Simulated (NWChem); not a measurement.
Molecule: AlNH3Br; SMILES [NH2][AlH][Br]

```xyz
6

Al    -0.5774     1.0850     0.0000
H     -2.1237     1.3848     0.0000
Br     0.1884    -1.0435     0.0000
N      0.6148     2.3837     0.0000
H      1.6208     2.2556     0.0000
H      0.3864     3.3720     0.0000
```
Atoms are numbered in this order, from 1.

All runs use the structure optimised with PBE0/def2-SVP.

Spin-orbit effects, on the heavy nuclei and on their neighbours, are missing.

**Question.** Give the principal values of the shielding tensors (ppm) of Al1, Br3, N4 from Hartree-Fock/6-31G* (spherical d), GIAO (NWChem), with their diamagnetic and paramagnetic parts as GIAO splits them.

**Answer.** 
```json
[
 {"atom": "Al1", "σ11": "448.6", "σ22": "473.8", "σ33": "499.9", "isotropic": "474.1", "diamagnetic": "795.4", "paramagnetic": "-321.3"},
 {"atom": "Br3", "σ11": "2737.7", "σ22": "2898.3", "σ33": "3045.9", "isotropic": "2894.0", "diamagnetic": "3123.7", "paramagnetic": "-229.7"},
 {"atom": "N4", "σ11": "198.0", "σ22": "237.8", "σ33": "265.0", "isotropic": "233.6", "diamagnetic": "321.1", "paramagnetic": "-87.5"}
]
```
